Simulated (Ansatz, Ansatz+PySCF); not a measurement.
```
atom    x (Å)    y (Å)    z (Å)
   N  -0.1208  -0.1157   0.2276
   O   0.0304   0.9987   0.4616
   O   2.8535   0.0291  -0.1731
   H   3.0982   0.8025   0.3258
   H   3.4424   0.0460  -0.9185
```

Basis set: def2-SVP (spherical functions). Correlated methods keep 3 orbitals frozen. Charge 0, multiplicity 2.

Computed with Ansatz (development build ahead of 0.2.0); each method stands on the lowest determinant of its kind that the runs found.

(1) Give the atomization energy at this shape (free ground-state atoms in the same class of orbitals less the molecule, no zero-point energy) of doublet H2NO2 by UHF-MP2, UHF.

Answers

(1)

```tsv
method	atomization energy
UHF-MP2	15.62 eV
UHF	8.95 eV
```
